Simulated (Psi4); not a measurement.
cadmium atom (Cd), singlet (core potentials on Cd); CAM-B3LYP/def2-SVPD in Psi4.

Psi4 was given this input:
```
memory 2 GB

molecule {
0 1
Cd    0.00000000    0.00000000    0.00000000
}

set {
  basis def2-svpd
}

energy('cam-b3lyp')
print_variables()
```

It wrote (shortened):

```
   => Loading Basis Set <=

    Name: DEF2-SVPD
    Role: ORBITAL
    Keyword: BASIS

    !!!  WARNING: ECP capability is in beta. Please check occupations closely.  !!!

         ---------------------------------------------------------
                                   SCF
               by Justin Turney, Rob Parrish, Andy Simmonett
                          and Daniel G. A. Smith
                              RKS Reference
         ---------------------------------------------------------

  ==> Geometry <==

    Molecular point group: d2h
    Geometry (in Angstrom), charge = 0, multiplicity = 1:

       Center              X                  Y                   Z               Mass
    ------------   -----------------  -----------------  -----------------  -----------------
         CD           0.000000000000     0.000000000000     0.000000000000   113.903365090000

  Running in d2h symmetry.

  Rotational constants: A = ************  B = ************  C = ************ [cm^-1]
  Rotational constants: A = ************  B = ************  C = ************ [MHz]
  Nuclear repulsion =    0.000000000000000

  Charge       = 0
  Multiplicity = 1
  Electrons    = 20
  Nalpha       = 10
  Nbeta        = 10

  ==> Algorithm <==

  SCF Algorithm Type is DF.
  DIIS enabled.
  MOM disabled.
  Fractional occupation disabled.
  Guess Type is CORE.
  Energy threshold   = 1.00e-06
  Density threshold  = 1.00e-06
  Integral threshold = 1.00e-12

  ==> Primary Basis <==

  Basis Set: DEF2-SVPD
    Blend: DEF2-SVPD
    Number of shells: 12
    Number of basis functions: 34
    Number of Cartesian functions: 39
    Spherical Harmonics?: true
    Max angular momentum: 3

  Core potential: DEF2-SVPD
    Number of shells: 4
    Number of ECP primitives: 14
    Number of ECP core electrons: 28
    Max angular momentum: 3

  ==> DFT Potential <==

   => LibXC <=

    Version 7.1.2
    S. Lehtola, C. Steigemann, M. J. T. Oliveira, and M. A. L. Marques,  SoftwareX 7, 1–5 (2018) (10.1016/j.softx.2017.11.002)

   => Composite Functional: CAM-B3LYP <=

    CAM-B3LYP Hyb-GGA Exchange-Correlation Functional

    T. Yanai, D. P. Tew, and N. C. Handy,  Chem. Phys. Lett. 393, 51 (2004) (10.1016/j.cplett.2004.06.011)

    Deriv               =              1
    GGA                 =           TRUE
    Meta                =          FALSE

    Exchange Hybrid     =           TRUE
    MP2 Hybrid          =          FALSE

   => Exchange Functionals <=

    0.3500         Becke 88 [omega = 0.3300]
    0.4600   Short-range recipe for B88 functional - erf [omega = 0.3300]

   => Exact (HF) Exchange <=

    0.4600            HF,LR [omega = 0.3300]
    0.1900               HF

   => Correlation Functionals <=

    0.1900   Vosko, Wilk & Nusair (VWN5)
    0.8100   Lee, Yang & Parr

   => LibXC Density Thresholds  <==

    XC_HYB_GGA_XC_CAM_B3LYP:  1.00E-14

   => Molecular Quadrature <=

    Radial Scheme          =       TREUTLER
    Pruning Scheme         =           NONE
    Nuclear Scheme         =       TREUTLER

    Blocking Scheme        =         OCTREE
    BS radius alpha        =              1
    Pruning alpha          =              1
    Radial Points          =             75
    Spherical Points       =            302
    Total Points           =          20530
    Total Blocks           =            229
    Max Points             =            256
    Max Functions          =             34
    Weights Tolerance      =       1.00E-15

   => Loading Basis Set <=

    Name: (DEF2-SVPD AUX)
    Role: JKFIT
    Keyword: DF_BASIS_SCF

  ==> Integral Setup <==

  SCF_SUBTYPE=INCORE selected. In-core MEM_DF algorithm will be used.
  Using in-core AOs.

  ==> MemDFJK: Density-Fitted J/K Matrices <==

    J tasked:                   Yes
    K tasked:                   Yes
    wK tasked:                  Yes
    Omega:                3.300E-01
    Algorithm:                 Core
    Schwarz Cutoff:           1E-12
    Mask sparsity (%):       0.0000
    Fitting Condition:        1E-10

   => Auxiliary Basis Set <=

  Basis Set: (DEF2-SVPD AUX)
    Blend: DEF2-UNIVERSAL-JKFIT
    Number of shells: 49
    Number of basis functions: 255
    Number of Cartesian functions: 384
    Spherical Harmonics?: true
    Max angular momentum: 6

  Minimum eigenvalue in the overlap matrix is 2.7131814407E-02.
  Reciprocal condition number of the overlap matrix is 9.1389584929E-03.
    Using symmetric orthogonalization.

  ==> Pre-Iterations <==

  SCF Guess: Core (One-Electron) Hamiltonian.

   -------------------------------------------------------
    Irrep   Nso     Nmo     Nalpha   Nbeta   Ndocc  Nsocc
   -------------------------------------------------------
     Ag         9       9       3       3       3       0
     B1g        2       2       1       1       1       0
     B2g        2       2       1       1       1       0
     B3g        2       2       1       1       1       0
     Au         1       1       0       0       0       0
     B1u        6       6       2       2       2       0
     B2u        6       6       1       1       1       0
     B3u        6       6       1       1       1       0
   -------------------------------------------------------
    Total      34      34      10      10      10       0
   -------------------------------------------------------

  ==> Iterations <==

                           Total Energy        Delta E     RMS |[F,P]|

    Occupation by irrep:
             Ag   B1g   B2g   B3g    Au   B1u   B2u   B3u
    DOCC [     2,    0,    0,    0,    0,    3,    2,    3 ]
    NA   [     2,    0,    0,    0,    0,    3,    2,    3 ]
    NB   [     2,    0,    0,    0,    0,    3,    2,    3 ]

   @DF-RKS iter   1:  -157.51733103428606   -1.57517e+02   1.98678e-01 ADIIS
    Occupation by irrep:
             Ag   B1g   B2g   B3g    Au   B1u   B2u   B3u
    DOCC [     4,    1,    1,    1,    0,    1,    1,    1 ]
    NA   [     4,    1,    1,    1,    0,    1,    1,    1 ]
    NB   [     4,    1,    1,    1,    0,    1,    1,    1 ]

   @DF-RKS iter   2:  -138.01182501325323    1.95055e+01   3.57242e-01 ADIIS
   @DF-RKS iter   3:  -167.68911235770764   -2.96773e+01   1.42484e-02 ADIIS/DIIS
   @DF-RKS iter   4:  -167.70476472307533   -1.56524e-02   8.24712e-03 ADIIS/DIIS
   @DF-RKS iter   5:  -167.70982800927544   -5.06329e-03   8.13984e-04 ADIIS/DIIS
   @DF-RKS iter   6:  -167.70986767006949   -3.96608e-05   6.22878e-04 ADIIS/DIIS
   @DF-RKS iter   7:  -167.70989664641749   -2.89763e-05   1.18190e-04 ADIIS/DIIS
   @DF-RKS iter   8:  -167.70989791645889   -1.27004e-06   2.10170e-06 DIIS
   @DF-RKS iter   9:  -167.70989791694285   -4.83965e-10   9.93671e-08 DIIS
  Energy and wave function converged.

  ==> Post-Iterations <==

   Electrons on quadrature grid:
      Ntotal   =   20.0000000000 ; deviation = 0.000e+00

    Orbital Energies [Eh]
    ---------------------

    Doubly Occupied:

       1Ag    -4.214772     1B3u   -2.719659     1B1u   -2.719659
       1B2u   -2.719659     2Ag    -0.559012     1B2g   -0.559012
       1B3g   -0.559012     1B1g   -0.559012     3Ag    -0.559012
       4Ag    -0.279082

    Virtual:

       2B3u    0.008778     2B1u    0.008778     2B2u    0.008778
       5Ag     0.154492     3B3u    0.206985     3B1u    0.206985
       3B2u    0.206985     2B1g    0.592811     6Ag     0.592811
       2B2g    0.592811     2B3g    0.592811     7Ag     0.592811
       4B3u    0.786160     4B2u    0.786160     4B1u    0.786160
       8Ag     2.130860     5B3u    2.808315     5B1u    2.808315
       5B2u    2.808315     1Au     2.808315     6B3u    2.808315
       6B2u    2.808315     6B1u    2.808315     9Ag    56.244889

    Final Occupation by Irrep:
             Ag   B1g   B2g   B3g    Au   B1u   B2u   B3u
    DOCC [     4,    1,    1,    1,    0,    1,    1,    1 ]
    NA   [     4,    1,    1,    1,    0,    1,    1,    1 ]
    NB   [     4,    1,    1,    1,    0,    1,    1,    1 ]

  @DF-RKS Final Energy:  -167.70989791694285

   => Energetics <=

    Nuclear Repulsion Energy =              0.0000000000000000
    One-Electron Energy =                -297.2196151882854451
    Two-Electron Energy =                 140.5569889732385036
    DFT Exchange-Correlation Energy =     -11.0472717018958981
    Empirical Dispersion Energy =           0.0000000000000000
    VV10 Nonlocal Energy =                  0.0000000000000000
    Total Energy =                       -167.7098979169428503

Computation Completed

Properties will be evaluated at   0.000000,   0.000000,   0.000000 [a0]

Properties computed using the SCF density matrix

 Multipole Moments:

 ------------------------------------------------------------------------------------
     Multipole            Electronic (a.u.)      Nuclear  (a.u.)        Total (a.u.)
 ------------------------------------------------------------------------------------

 L = 1.  Multiply by 2.5417464519 to convert [e a0] to [Debye]
 Dipole X            :          0.0000000            0.0000000            0.0000000
 Dipole Y            :          0.0000000            0.0000000            0.0000000
 Dipole Z            :          0.0000000            0.0000000            0.0000000
 Magnitude           :                                                    0.0000000

 ------------------------------------------------------------------------------------

  Variable Map:
  ----------------------------------------------------------------------------
  "CURRENT ENERGY"              =>    -167.709897916943
  "CURRENT REFERENCE ENERGY"    =>    -167.709897916943
  "DD SOLVATION ENERGY"         =>       0.000000000000
  "DFT FUNCTIONAL TOTAL ENERGY" =>    -167.709897916943
  "DFT TOTAL ENERGY"            =>    -167.709897916943
  "DFT VV10 ENERGY"             =>       0.000000000000
  "DFT XC ENERGY"               =>     -11.047271701896
  "GRID ELECTRONS ALPHA"        =>      10.000000000000
  "GRID ELECTRONS BETA"         =>      10.000000000000
  "GRID ELECTRONS TOTAL"        =>      20.000000000000
  "NUCLEAR REPULSION ENERGY"    =>       0.000000000000
  "ONE-ELECTRON ENERGY"         =>    -297.219615188285
  "PCM POLARIZATION ENERGY"     =>       0.000000000000
  "PE ENERGY"                   =>       0.000000000000
  "SCF ITERATION ENERGY"        =>    -167.709897916943
  "SCF ITERATIONS"              =>       9.000000000000
  "SCF TOTAL ENERGY"            =>    -167.709897916943
  "TWO-ELECTRON ENERGY"         =>     140.556988973239
  "XC GRID RADIAL POINTS"       =>      75.000000000000
  "XC GRID SPHERICAL POINTS"    =>     302.000000000000
  "XC GRID TOTAL POINTS"        =>   20530.000000000000

  Array Variable Map:
  ----------------------------------------------------------------------------
  "CURRENT DIPOLE"              =>       0.000000000000 ... 0.000000000000 1 by 3
  "SCF DIPOLE"                  =>       0.000000000000 ... 0.000000000000 1 by 3
  "SCF TOTAL ENERGIES"          =>    -157.517331034286 ... -167.709897916943 1 by 9
```
